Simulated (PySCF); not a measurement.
# Dipole polarisabilities along the 4d series

Calculated with PySCF 2.14 for the ground configurations, without spin-orbit coupling: coupled response for Hartree-Fock and DFT. Mean α in bohr³, C₆ of like pairs in atomic units.

```csv
species,α UHF,α PBE,α PBE0,α recommended (Schwerdtfeger and Nagle),C₆ UHF,C₆ PBE,C₆ PBE0
"Zr [Kr] 4d2 5s2 (aug-cc-pwCVDZ-PP with ECP28MDF, ECP)",193.8,120.5,126.5,112 ± 13,2518,1670,1779
"Nb [Kr] 4d4 5s1 (aug-cc-pwCVDZ-PP with ECP28MDF, ECP)",130.8,88.98,94.25,98 ± 8,1568,961.9,1038
"Mo [Kr] 4d5 5s1 (aug-cc-pwCVDZ-PP with ECP28MDF, ECP)",107.1,70.91,75.84,87 ± 6,1166,709.7,769.4
"Tc [Kr] 4d5 5s2 (aug-cc-pwCVDZ-PP with ECP28MDF, ECP)",138.1,84.51,90.13,79 ± 10,1572,946.5,1025
"Ru [Kr] 4d7 5s1 (aug-cc-pwCVDZ-PP with ECP28MDF, ECP)",93.28,56.12,60.68,72 ± 10,873.8,492.0,535.7
"Rh [Kr] 4d8 5s1 (aug-cc-pwCVDZ-PP with ECP28MDF, ECP)",89.19,51.66,56.34,66 ± 10,790.8,424.8,466.3
"Pd [Kr] 4d10 (aug-cc-pwCVDZ-PP with ECP28MDF, ECP)",17.49,25.04,21.98,26.14 ± 0.1,102.3,141.0,126.4
"Ag [Kr] 4d10 5s1 (aug-cc-pwCVDZ-PP with ECP28MDF, ECP)",82.84,45.71,50.49,55 ± 8,672.7,333.9,372.5
"Cd [Kr] 4d10 5s2 (aug-cc-pwCVDZ-PP with ECP28MDF, ECP)",63.78,46.13,49.35,46 ± 2,607.5,398.0,434.3
```

Hartree-Fock lacks correlation. All values carry a basis error, and heavy open shells lack spin-orbit coupling.
